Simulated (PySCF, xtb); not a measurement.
CH7F2NSi2, SMILES N[Si@H](F)C[SiH2]F. The values are those of a single conformer.

Harmonic wavenumbers (cm⁻¹) from xtb 6.7.1 with GFN2-xTB at its own minimum, in rising order: 43, 74, 122, 154, 193, 239, 257, 291, 476, 512, 581, 618, 660, 686, 713, 745, 766, 775, 785, 828, 863, 941, 1017, 1143, 1447, 1506, 2266, 2307, 2327, 2979, 3002, 3487, 3530.

Task: What does PBE0-D3(BJ)/def2-SVP run with PySCF give at its own minimum? (An estimate is asked for; the answer gives what the named calculation found.)

Result: 27, 104, 148, 205, 247, 289, 315, 384, 442, 539, 596, 711, 727, 750, 760, 830, 847, 868, 904, 928, 958, 968, 1012, 1085, 1367, 1544, 2252, 2266, 2274, 3072, 3137, 3607, 3716. Paired by order, the mean absolute difference is 65 cm⁻¹ and the zero-point energies are 51.9 and 54.2 kcal/mol.
